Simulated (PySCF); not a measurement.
Start geometry of `N#C[C@@]12[C@@H]3[C@H]4[C@H]5[C@@H]3[C@@H]1[C@@]5(S)[C@H]42` from GFN2-xTB (Å):
```
atom  x, y, z in Å
N1     3.0254    1.5735   -1.3829
C2     2.1208    1.0104   -0.9605
C3     1.0001    0.3260   -0.4379
C4     0.8768   -1.2095   -0.2299
C5    -0.5368   -1.1806   -0.8460
C6    -1.1404   -0.9524    0.5570
C7     0.2764   -0.9728    1.1709
C8     0.3946    0.5514    0.9752
C9    -1.0202    0.5735    0.3514
S10   -2.3201    1.7436    0.7548
C11   -0.4250    0.3420   -1.0569
H12    1.6582   -1.9186   -0.4715
H13   -0.9124   -1.8794   -1.5823
H14   -2.0104   -1.4539    0.9597
H15    0.5599   -1.5036    2.0706
H16    0.7751    1.2586    1.7016
H17   -1.6306    2.8162    0.3695
H18   -0.7002    0.8819   -1.9544
```

**Question.** What comes out of this run: PBE0-D3(BJ)/def2-SVP geometry optimisation, gas phase (PySCF 2.14.0)?

**Answer.** 
```
atom  x, y, z in Å
N1     3.2091    1.4158   -1.1159
C2     2.2884    0.8628   -0.6779
C3     1.1496    0.1823   -0.1396
C4     1.0213   -1.3657    0.0705
C5    -0.4090   -1.3270   -0.5437
C6    -1.0096   -1.0926    0.8750
C7     0.4232   -1.1206    1.4872
C8     0.5499    0.4173    1.2888
C9    -0.8800    0.4481    0.6656
S10   -2.2131    1.5377    1.1035
C11   -0.2895    0.2092   -0.7587
H12    1.8107   -2.0831   -0.1797
H13   -0.7934   -2.0349   -1.2874
H14   -1.8941   -1.5924    1.2877
H15    0.7156   -1.6608    2.3953
H16    0.9391    1.1383    2.0163
H17   -1.5985    2.6855    0.7384
H18   -0.5679    0.7645   -1.6613
```

The energy falls by 2.1 kcal/mol over 5 energy and gradient evaluations, the largest force component goes from 0.0279 to 2.4e-04 Eh/bohr, and the atoms move by 0.041 Å rms after alignment. The bond that changes most is S10–H17 (thiol sulfur to S–H hydrogen), which lengthens by 0.020 Å. Bonds longer at the end by more than 0.005 Å: 21 of 22; shorter: 1. Among the angles that change most is C6–C9–S10, from 123.9° to 120.7°. Rotational constants go from 1782, 913.4, 732.5 to 1800, 886.9, 721.1 MHz. The orientation of the end geometry is arbitrary; only internal coordinates are fixed.

The run used 193 basis functions and 34 SCF cycles in all. Hardware: one thread of an Arm Neoverse N1, no GPU, shared host. Cost: 2.9 min of wall time, 0.92 GiB resident at most.

Stationary, but not proved a minimum. One conformer, not necessarily the lowest.
